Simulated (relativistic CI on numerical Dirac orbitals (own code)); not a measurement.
# d1 to d9 in one octahedral field

Computed with a parametric ligand-field model without spin-orbit coupling, by exact diagonalisation: B = 880, C = 3510, 10Dq = 25500 cm⁻¹ (Oh; |10Dq|/B = 29.0) for every shell. Energies in cm⁻¹; the field energy is (0.6 n_e − 0.4 n_t2) × 10Dq of the ground term; g labels are left out.

| Shell | Ground term | Electrons in e | Field energy | First spin-allowed bands | Lowest term of other spin |
| --- | --- | --- | --- | --- | --- |
| d1 | 2T2 | 0.000 | -10200 | 2E 25500 |  |
| d2 | 3T1 | 0.023 | -19808 | 3T2 23674, 3T1 35049 | 1T2 12743 |
| d3 | 4A2 | 0.000 | -30600 | 4T2 25500, 4T1 34596 | 2E 17104 |
| d4 | 3T1 | 0.034 | -39938 | 3E 22441, 3T1 23323 | 5E 3959 |
| d5 | 2T2 | 0.060 | -49475 | 2A2 21374, 2T1 21691 | 6A1 5250 |
| d6 | ? | ? | ? | ? | ? |
| d7 | 2E | 1.032 | -45077 | 2T1 23073, 2T2 23809 | 4T1 8347 |
| d8 | 3A2 | 2.000 | -30600 | 3T2 25500, 3T1 34596 | 1E 13881 |
| d9 | 2E | 3.000 | -15300 | 2T2 25500 |  |

(1) Fill in the row of d6.

Answers

(1) Ground term: 1A1; Electrons in e: 0.043; Field energy: -60098; First spin-allowed bands: 1T1 23278, 1T2 34563; Lowest term of other spin: 3T1 15667. Low spin: d4, d5, d6, d7; the other shells keep the spin of the free ion. Only d4 to d7 can choose; the field needed to pair spins is smallest for d6 and largest for d5, which loses most exchange energy. In the strong-field picture 10Dq must exceed about 6B + 5C = 22830 (d4), 7.5B + 5C = 24150 (d5), 2.5B + 4C = 16240 (d6) and 4B + 4C = 17560 (d7); mixing of terms shifts these bounds somewhat.
